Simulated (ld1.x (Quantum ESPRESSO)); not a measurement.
**Which change was made? (Fe, TM)**

Fe (Z = 26), norm-conserving Troullier–Martins (Kleinman–Bylander form), made with ld1.x (Quantum ESPRESSO) 7.5 (PBE, non-relativistic). Core [Ar], reference 3d6 4s1.75 4p0.25. Waves: 4s (bound): rc 2.25 bohr; 4p (bound): rc 3.30 bohr; 3d (bound): rc 0.90 bohr; 4f channel at 0.1 Ry: rc 3.20 bohr. Local part: all-electron potential smoothed inside 1.10 bohr (lloc = -1). Core correction: a·sin(br)/r model core inside 0.60 bohr.

Cutoffs, loose and tight: the cutoffs (Ry, on a coarse ladder) from which the occupation-weighted sum of valence levels, in a spherical-Bessel basis at the reference potential, stays within 10 and 1 mRy of its value at 400 Ry. They do not see the model core or the augmentation charge, which bear on the density cutoff. Test errors are all-electron minus pseudo excitation energies from the reference, over the configurations 3d6 4s2 4p0; 3d6 4s1 4p0; 3d6 4s0 4p0; 3d6 4s0 4p1; 3d6 4s0 4p2; 3d5 4s2 4p0; 3d4 4s0 4p0; variants that change the core or the reference have their own tests. The largest error is taken over the tests solved by every variant that gives reliable tests at all, those not shown here included: 3d4 4s0 4p0; 3d5 4s2 4p0; 3d6 4s0 4p0; 3d6 4s1 4p0; 3d6 4s2 4p0.

The base gives: outcome: generated; cutoff, loose: 230 Ry; cutoff, tight: 300 Ry; bound ghosts: s, p; largest test error (meV): -1273.

Question: After one change the result is: outcome: generated; cutoff, loose: 180 Ry; cutoff, tight: 260 Ry; bound ghosts: s, p; largest test error (meV): -1250. Which change was it?
A. wave 3d (bound): rc 0.90 bohr becomes 3d (bound): rc 1.10 bohr
B. wave 3d (bound): rc 0.90 bohr becomes 3d (bound): rc 0.72 bohr
C. wave 3d (bound): rc 0.90 bohr becomes 3d (bound): rc 1.34 bohr

Answer: A. The others give: wave 3d (bound): rc 0.90 bohr becomes 3d (bound): rc 0.72 bohr → outcome: generated; cutoff, loose: 300 Ry; cutoff, tight: over 300 Ry; bound ghosts: s, p; largest test error (meV): -1280 | wave 3d (bound): rc 0.90 bohr becomes 3d (bound): rc 1.34 bohr → outcome: generated; cutoff, loose: 140 Ry; cutoff, tight: 200 Ry; bound ghosts: s, p; largest test error (meV): -1180.
